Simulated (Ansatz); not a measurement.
Molecule: WBr, charge 0, multiplicity 6. The spin state was set by rule; other spins were not relaxed. 
Geometry from a B3LYP-D3(BJ)/def2-TZVP (Ansatz, a quantum-chemistry and plane-wave program) optimisation:
```xyz
2

W      0.0000     0.0000    -0.7855
Br     0.0000     0.0000     1.6608
```
Charge 0, spin multiplicity 6.

Computed values are from Ansatz. Valence correlation only, unless marked. UHF or UKS for open shells. Spin-orbit coupling is left out. The frozen core is the preceding noble-gas configuration, with the filled d and f shells of earlier blocks. Past Kr the def2 sets carry scalar-relativistic core potentials. CBS marks a two-point X^-3 extrapolation of the correlation energy; Hartree-Fock from the larger set.

- atomisation energy De: 382.6 kJ/mol at CCSD(T)/CBS(def2-TZVPPD,def2-QZVPPD)
- vertical ionisation energy (to the quintet): 8.08 eV at CCSD(T)/CBS(def2-TZVPPD,def2-QZVPPD)
- total energy: -2639.2223 Eh at CCSD(T)/CBS(def2-TZVPPD,def2-QZVPPD)
- dipole moment: 3.86 D at CCSD(T)/def2-SVPD
- T1 diagnostic: 0.022 at CCSD/def2-QZVPPD
